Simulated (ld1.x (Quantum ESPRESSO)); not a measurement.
# How hard is this Sn TM potential?

ld1.x (Quantum ESPRESSO) 7.5 input, shortened:

```
&input
   title='Sn', zed=50., rel=2, dft='PW91', iswitch=3,
   config='[Kr] 4d10 4f-2 5s2 5p2', rel_dist='average'
 /
 &inputp
   pseudotype=2, tm=.true., lloc=2,
   nlcc=.false.
 /
4
5S  1  0   2.00   0.00  1.65  1.65  0.0
5P  2  1   2.00   0.00  2.55  2.55  0.0
4F  4  3  -2.00   0.25  2.25  2.25  0.0
4D  3  2  10.00   0.00  1.15  1.15  0.0
 &test
   configts(1)='4d10 5s2 5p2'
 /
```

Open shells are filled in proportion to 2j + 1 (rel_dist='average').

The pseudo-atom Hamiltonian at the reference potential is diagonalised in spherical Bessel functions j_l(qr) that vanish at 20 bohr, with q² up to the cutoff. All-electron valence levels (Ry): 5s -0.7802, 5p1/2 -0.2977, 5p3/2 -0.2647, 4d3/2 -1.9464, 4d5/2 -1.8697.

**Question.** How do the lowest levels (Ry) of each channel move with the cutoff, and are there ghosts?

**Answer.**

```json
{"cutoff (Ry)": "8", "s #1": "-0.8844", "s #2": "-0.3925", "s #3": "-0.0367", "p1/2 #1": "-0.2945", "p1/2 #2": "0.0199", "p1/2 #3": "0.1208", "p3/2 #1": "-0.2620", "p3/2 #2": "0.0232", "p3/2 #3": "0.1244", "f5/2 #1": "0.1102", "f5/2 #2": "0.2188", "f7/2 #1": "0.1102", "d3/2 #1": "-0.0328", "d5/2 #1": "-0.0328", "Σ f·Δε (mRy)": "18885.7"}
{"cutoff (Ry)": "15", "s #1": "-5.8377", "s #2": "-0.7459", "s #3": "-0.0374", "p1/2 #1": "-0.2977", "p1/2 #2": "0.0198", "p1/2 #3": "0.1207", "p3/2 #1": "-0.2649", "p3/2 #2": "0.0231", "p3/2 #3": "0.1243", "f5/2 #1": "0.1101", "f5/2 #2": "0.2187", "f7/2 #1": "0.1101", "d3/2 #1": "-0.3557", "d5/2 #1": "-0.3557", "Σ f·Δε (mRy)": "15511.5"}
{"cutoff (Ry)": "30", "s #1": "-11.5406", "s #2": "-0.7777", "s #3": "-0.0385", "p1/2 #1": "-2.6751", "p1/2 #2": "-0.2977", "p1/2 #3": "0.0198", "p3/2 #1": "-3.2845", "p3/2 #2": "-0.2647", "p3/2 #3": "0.0231", "f5/2 #1": "0.1101", "f5/2 #2": "0.2187", "f7/2 #1": "0.1101", "d3/2 #1": "-1.2233", "d5/2 #1": "-1.2233", "Σ f·Δε (mRy)": "6771.8"}
{"cutoff (Ry)": "45", "s #1": "-12.4966", "s #2": "-0.7786", "s #3": "-0.0386", "p1/2 #1": "-4.0951", "p1/2 #2": "-0.2977", "p1/2 #3": "0.0198", "p3/2 #1": "-4.6535", "p3/2 #2": "-0.2647", "p3/2 #3": "0.0231", "f5/2 #1": "0.1101", "f5/2 #2": "0.2187", "f7/2 #1": "0.1101", "d3/2 #1": "-1.6891", "d5/2 #1": "-1.6891", "Σ f·Δε (mRy)": "2111.8"}
{"cutoff (Ry)": "60", "s #1": "-12.6274", "s #2": "-0.7798", "s #3": "-0.0389", "p1/2 #1": "-4.4463", "p1/2 #2": "-0.2977", "p1/2 #3": "0.0198", "p3/2 #1": "-4.9884", "p3/2 #2": "-0.2647", "p3/2 #3": "0.0231", "f5/2 #1": "0.1101", "f5/2 #2": "0.2187", "f7/2 #1": "0.1101", "d3/2 #1": "-1.8503", "d5/2 #1": "-1.8503", "Σ f·Δε (mRy)": "497.7"}
{"cutoff (Ry)": "90", "s #1": "-12.6545", "s #2": "-0.7801", "s #3": "-0.0389", "p1/2 #1": "-4.5614", "p1/2 #2": "-0.2977", "p1/2 #3": "0.0198", "p3/2 #1": "-5.0955", "p3/2 #2": "-0.2647", "p3/2 #3": "0.0231", "f5/2 #1": "0.1101", "f5/2 #2": "0.2187", "f7/2 #1": "0.1101", "d3/2 #1": "-1.8983", "d5/2 #1": "-1.8983", "Σ f·Δε (mRy)": "17.0"}
{"cutoff (Ry)": "140", "s #1": "-12.6571", "s #2": "-0.7802", "s #3": "-0.0389", "p1/2 #1": "-4.5636", "p1/2 #2": "-0.2977", "p1/2 #3": "0.0198", "p3/2 #1": "-5.0974", "p3/2 #2": "-0.2647", "p3/2 #3": "0.0231", "f5/2 #1": "0.1101", "f5/2 #2": "0.2187", "f7/2 #1": "0.1101", "d3/2 #1": "-1.8999", "d5/2 #1": "-1.8999", "Σ f·Δε (mRy)": "1.2"}
{"cutoff (Ry)": "200", "s #1": "-12.6575", "s #2": "-0.7802", "s #3": "-0.0389", "p1/2 #1": "-4.5642", "p1/2 #2": "-0.2977", "p1/2 #3": "0.0198", "p3/2 #1": "-5.0979", "p3/2 #2": "-0.2647", "p3/2 #3": "0.0231", "f5/2 #1": "0.1101", "f5/2 #2": "0.2187", "f7/2 #1": "0.1101", "d3/2 #1": "-1.9000", "d5/2 #1": "-1.9000", "Σ f·Δε (mRy)": "0.1"}
{"cutoff (Ry)": "400", "s #1": "-12.6576", "s #2": "-0.7802", "s #3": "-0.0389", "p1/2 #1": "-4.5642", "p1/2 #2": "-0.2977", "p1/2 #3": "0.0198", "p3/2 #1": "-5.0979", "p3/2 #2": "-0.2647", "p3/2 #3": "0.0231", "f5/2 #1": "0.1101", "f5/2 #2": "0.2187", "f7/2 #1": "0.1101", "d3/2 #1": "-1.9000", "d5/2 #1": "-1.9000", "Σ f·Δε (mRy)": "0.0"}
```

Result: ghost states, extra bound levels that the all-electron valence spectrum of the same l lacks: s at -172.2 eV, p3/2 at -69.4 eV, p1/2 at -62.1 eV (a true bound ghost makes a file unfit for plane-wave use); 10 mRy is reached at 100 Ry and 1 mRy at 160 Ry.

Note: ghost states, extra bound levels that the all-electron valence spectrum of the same l lacks: s at -172.2 eV, p3/2 at -69.4 eV, p1/2 at -62.1 eV. A true bound ghost makes a file unfit for plane-wave use. The potential misses its own reference levels by up to 0.6 eV. Its largest configuration-test error is -12351 meV.
